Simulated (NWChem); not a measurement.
Atomisation of Cl₂Se

```
Se
Cl 1 2.1704
Cl 1 2.1704 2 101.84
```
Charge 0, spin multiplicity 1.

The numbers come from NWChem runs, not from measurements. All single points use one geometry, from PBE0/def2-SVP, a minimum by its harmonic frequencies.

Basis set: def2-TZVP. The atomisation energy is electronic alone: no zero-point, thermal, spin-orbit or counterpoise terms. No value is extrapolated to the basis-set limit. Free atoms are single determinants with multiplicities Se 3, Cl 2. Correlated methods freeze the same cores in atoms and molecule, 19 orbitals in all.

| method | atomisation energy (kcal/mol) | relative cost |
|---|---|---|
| B3LYP | 120.5 | under 3 |
| BHandHLYP | 107.3 | under 3 |
| M06-2X | 120.5 | under 3 |
| MP2 | 123.2 | under 3 |
| PBE0 | 126.8 | under 3 |
| HF | 52.7 | 1 |
| PBE | 137.8 | under 3 |
| CAM-B3LYP | 118.1 | 10 |

The values span 85.0 kcal/mol, from HF (lowest) to PBE (highest). The cost column gives rough processor time relative to HF; each entry includes its own SCF. Costs are the molecule's.

The Hamiltonian is non-relativistic. B3LYP has NWChem's definition, with VWN1-RPA local correlation. GW and range-separated runs recompute their integrals, the others keep them in memory, which bears on the times. The structure started from a generated list of species. The stability of the SCF solutions was not checked. Open-shell Hartree-Fock references start from PBE0 orbitals; any time given for them includes that run.
